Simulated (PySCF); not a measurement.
Isomers of C7H6ClOP.

All values: PBE0/pcSseg-1 (PySCF) at GFN2-xTB geometries, gas phase, one conformer each.

**Question.** Rank by LUMO energy, lowest first.
A. `[CH3:1][C:2](=[O:3])[c:4]1[p:5][cH:6][cH:7][cH:8][c:9]1[Cl:10]` with C1–C2–C4–P5 -179°
B. `[CH3:1][c:2]1[cH:3][p:4][c:5]([Cl:6])[cH:7][c:8]1[CH:9]=[O:10]` with C7–C8–C9–O10 0°
C. `[CH3:1][C:2](=[O:3])[c:4]1[cH:5][cH:6][p:7][c:8]([Cl:9])[cH:10]1` with C1–C2–C4–C5 179°

**Answer.** B (-2.89 eV), C (-2.73 eV), A (-2.53 eV).

All values together:

```csv
SMILES,μ (D),HOMO (eV),LUMO (eV),lowest IAO charge (e),highest IAO charge (e),lowest Hirshfeld charge (e),highest Hirshfeld charge (e)
Cc1cc(Cl)pc(C=O)c1,2.94,-7.42,-2.63,-0.427 (C),+0.388 (P),-0.219 (O),+0.110 (C)
CC(=O)c1ccpc(Cl)c1,0.89,-7.47,-2.73,-0.480 (C),+0.417 (P),-0.220 (O),+0.165 (C)
Cc1cpc(Cl)cc1C=O,3.94,-7.41,-2.89,-0.430 (C),+0.427 (P),-0.213 (O),+0.120 (P/C)
CC(=O)c1pcccc1Cl,3.28,-7.33,-2.53,-0.470 (C),+0.478 (P),-0.224 (O),+0.152 (C)
```

Conformers: `[CH3:1][c:2]1[cH:3][c:4]([Cl:5])[p:6][c:7]([CH:8]=[O:9])[cH:10]1` with P6–C7–C8–O9 -179°; `[CH3:1][C:2](=[O:3])[c:4]1[cH:5][cH:6][p:7][c:8]([Cl:9])[cH:10]1` with C1–C2–C4–C5 179°; `[CH3:1][c:2]1[cH:3][p:4][c:5]([Cl:6])[cH:7][c:8]1[CH:9]=[O:10]` with C7–C8–C9–O10 0°; `[CH3:1][C:2](=[O:3])[c:4]1[p:5][cH:6][cH:7][cH:8][c:9]1[Cl:10]` with C1–C2–C4–P5 -179°.
